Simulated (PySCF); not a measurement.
# Absolute configuration from chiroptical data

Level of theory: TDDFT BHandHLYP/def2-SVPD circular dichroism and optical rotation, one conformer, gas phase in PySCF. Geometry: GFN2-xTB.

The calculation is non-relativistic, which matters for the atoms heavier than Zn.

Values for one enantiomer of C₆H₉BrSi, R in 10⁻⁴⁰ esu² cm² (velocity form):
```tsv
λ (nm)	f	R
237	0.030	-17.6
213	0.002	-3.5
209	0.010	-3.6
205	0.040	+4.9
194	0.058	-12.8
193	0.036	+6.4
190	0.005	-5.3
183	0.033	-22.1
181	0.021	+4.5
176	0.014	-13.4
175	0.008	+15.9
172	0.021	-16.6
```

[α] at 589.3 nm: -153 deg dm⁻¹ (g/mL)⁻¹ (origin-invariant length gauge).

Question: Which structure gives these signs?
A. C#C[C@H]1[C@@H](Br)[Si]1(C)C
B. C#C[C@@H]1[C@H](Br)[Si]1(C)C

Answer: A. Its CIP labels in SMILES order are S, R; the other enantiomer gives every sign reversed.

The signs above follow by mirror symmetry from the run on the other enantiomer. Geometry of C#C[C@@H]1[C@H](Br)[Si]1(C)C as run:
```xyz
17

C     2.042   -2.023   -1.537
C     1.750   -1.037   -0.921
C     1.361    0.093   -0.153
C     0.897   -0.137    1.308
Br    0.950   -1.964    1.976
Si   -0.491    0.462    0.161
C    -1.751   -0.822   -0.414
C    -1.038    2.264    0.338
H     2.322   -2.875   -2.080
H     2.067    0.915   -0.252
H     1.375    0.499    2.043
H    -2.091   -0.614   -1.424
H    -2.622   -0.832    0.236
H    -1.311   -1.815   -0.406
H    -1.304    2.680   -0.628
H    -0.254    2.880    0.765
H    -1.910    2.338    0.979
```
